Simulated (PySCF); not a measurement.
Spinor energies of Pt(60+) (platinum, charge +60)

Start: [Ar]. Calculated with PySCF 2.14 in an even-tempered Gaussian basis (18 s from 19 bohr⁻², ratio 2.4; 14 p from 24 bohr⁻², ratio 2.4; 4 d from 89 bohr⁻², ratio 2.6; 4 f from 130 bohr⁻², ratio 2.6): generalised Hartree-Fock with the X2C-1e Hamiltonian and a Gaussian nucleus; one run each with spin-orbit coupling (SO) switched off, then screened by Boettger's factors.

```csv
spinor shell,electrons,"ε, spin-free (eV)","ε, screened SO (eV)",weight of nominal j (screened SO),"rms radius, screened SO (bohr)"
1s1/2,2,-83428.3,-83401.6,1.000,0.0194
2s1/2,2,-18454.7,-18446.8,1.000,0.0774
2p1/2,2,-16615.1,-17879.7,1.000,0.0655
2p3/2,4,-16615.1,-16116.2,1.000,0.0730
3s1/2,2,-7213.3,-7210.9,1.000,0.187
3p1/2,2,-6653.7,-6978.5,1.000,0.178
3p3/2,4,-6653.7,-6523.0,1.000,0.190
```

```csv
quantity,spin-free,screened SO
E (hartree),-14558.12821,-14584.29765
M_J,0,0
⟨J²⟩,0.000,0.000
⟨L²⟩,0.000,0.070
⟨S²⟩,0.000,0.070
```

Breit and QED terms are absent; they matter most for the inner s and p1/2 levels.

Densities and radii are taken from the X2C orbitals without a picture-change correction, which distorts them close to the nucleus.

Without spin-orbit coupling the j labels of p, d and f shells carry no meaning; the spin-free column gives the mean over the occupied spinors of each nl shell.
